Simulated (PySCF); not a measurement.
C2H9FOSi2, SMILES O[C@H]([SiH3])C[SiH2]F.

The structure is a stationary point at B3LYP-D3(BJ)/def2-SVP. The structure was generated by enumeration; whether it is a known compound was not checked. One conformer was computed; it need not be the lowest.

Two levels are set side by side: PBE/def2-TZVP (PySCF) and M06-2X/def2-TZVP (PySCF). Same geometry, gas phase. Differences are taken from unrounded values.

```csv
quantity,M06-2X
orbital gap (eV),9.57
highest occupied level (eV),-9.02
lowest empty level (eV),0.55
dipole moment (D),1.36
mean polarisability (bohr³),78.8
```

**Question.** What does PBE give, and how far is it from M06-2X? (The exact figures need the calculation; the answer reports its results.)

**Answer.** 
```csv
quantity,PBE,PBE minus M06-2X
orbital gap (eV),5.16,-4.41
highest occupied level (eV),-6.20,2.83
lowest empty level (eV),-1.04,-1.58
dipole moment (D),1.13,-0.23
mean polarisability (bohr³),83.7,4.9
```

PBE's occupied levels lie high since its potential decays too fast outside the molecule; exact exchange lowers them and widens the gap. Loosely held outer electrons make PBE densities more polarisable. Differences between two approximate levels are no errors against the true value.

Rough cost on one machine, each run with all the roots and properties that it gave: M06-2X against PBE about 3 times.
